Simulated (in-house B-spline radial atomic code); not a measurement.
A fraction x of an electron is removed from 4d in Sb5+, starting from [Kr] 4d10 and keeping the highest spin. Computed with a radial B-spline atomic code at the basis-set limit: non-relativistic wB97X, spin-polarised, spherical fractional occupations, point nucleus.

Caution: exact exchange at fractional occupations of open shells leaves self-interaction of up to several eV.

```
   x  E(x) - E(0) (eV)  4d down level (eV)
   0            0.0000             -95.840
0.09            8.6968             -97.424
0.19           18.5276             -99.193
0.31           30.5586            -101.326
0.44           43.8820            -103.651
 0.5           50.1334            -104.729
0.58           58.5693            -106.171
 0.7           71.4401            -108.343
0.78           80.1657            -109.798
0.88           91.2367            -111.624
   1          104.7635            -113.825
```

The exact functional would give a straight line between the two integer points. Deviations E(x) - E(0) - x[E(1) - E(0)], in eV: -0.732 at x = 0.09, -1.377 at x = 0.19, -1.918 at x = 0.31, -2.214 at x = 0.44, -2.248 at x = 0.5, -2.194 at x = 0.58, -1.894 at x = 0.7, -1.55 at x = 0.78, -0.955 at x = 0.88.

The curve lies below the straight line by up to 2.248 eV (at x = 0.5): convex, the delocalisation error, to which spherically averaged exact exchange adds.

(1) How well does Slater's transition state (minus the level at half occupation) give the ionisation energy?

Answers

(1) It gives 104.729 eV against 104.763 eV from the two total energies; NIST lists 99.51 eV, ground level to ground level. The end point has an open shell averaged over its orbitals, so its exact exchange keeps a self-interaction and this is no true integer point.
